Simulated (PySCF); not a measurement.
Compound: C₈H₁₃ClO.
Numbering: `[CH3:1][C:2](=[O:3])[C@H:4]1[CH2:5][CH2:6][C@@H:7]([Cl:8])[CH2:9][CH2:10]1` (hydrogens: H11, H12, H13 on C1; H14 on C4; H15, H16 on C5; H17, H18 on C6; H19 on C7; H20, H21 on C9; H22, H23 on C10)

Cartesian coordinates in Å at the GFN2-xTB level; atoms count from 1:
```
atom  x, y, z in Å
C1     3.039   -0.426    0.237
C2     1.981    0.652    0.245
O3     2.216    1.776    0.605
C4     0.603    0.215   -0.228
C5     0.045   -0.903    0.663
C6    -1.328   -1.347    0.165
C7    -2.306   -0.182    0.094
Cl8   -2.674    0.390    1.756
C9    -1.744    0.967   -0.734
C10   -0.369    1.395   -0.235
H11    4.023    0.029    0.156
H12    2.886   -1.136   -0.569
H13    2.995   -0.958    1.186
H14    0.715   -0.174   -1.248
H15   -0.046   -0.531    1.685
H16    0.715   -1.763    0.668
H17   -1.236   -1.771   -0.839
H18   -1.726   -2.121    0.823
H19   -3.265   -0.514   -0.312
H20   -2.430    1.815   -0.701
H21   -1.675    0.630   -1.772
H22    0.026    2.191   -0.867
H23   -0.451    1.790    0.778
```

Computed at PBE0/pcSseg-1 (PySCF, non-relativistic), with Q(17O) = −0.0256 b, Q(35Cl) = −0.0817 b: O3, 17O (I = 5/2): χzz = 12.01 MHz, η = 0.511; Cl8, 35Cl (I = 3/2): χzz = -71.89 MHz, η = 0.014.

Problem. Where would the pure quadrupole (NQR) lines of 17O at O3 fall for the rigid, isolated species?

Solution. From the eigenvalues of H = χ/[4I(2I − 1)] × [3Iz² − I(I + 1) + η(Ix² − Iy²)], steps between neighbouring levels, labelled as for η = 0: ±1/2↔±3/2 2.254 MHz, ±3/2↔±5/2 3.444 MHz (ketone oxygen).

Problem. Where would the pure quadrupole (NQR) lines of 35Cl at Cl8 fall for the rigid, isolated species?

Solution. From ν = (|χ|/2)√(1 + η²/3): ν = 35.94 MHz (alkyl chlorine). For 37Cl the ratio of quadrupole moments, 0.7881, gives 28.33 MHz.

Problem. Apply the simplest Townes–Dailey estimate (no s hybridisation, no π bonding), ionic character = 1 − χzz/χ0, where χ0 is the coupling for one missing p electron along the bond: −109.74 MHz for 35Cl.

Solution. Cl8 on C7: 1 − (-71.89)/(-109.74) = 0.34. In this model a purely covalent bond gives χ0 and a free halide ion gives zero; s hybridisation or π bonding, where present, is counted here as ionic character.

In a crystal, neighbours and librations shift these lines. GFN2-xTB bond lengths can be off by several hundredths of an ångström, more for odd bonds, and the gradients follow them. With so small a basis the couplings can be 20 % off.

One conformer stands for the species.
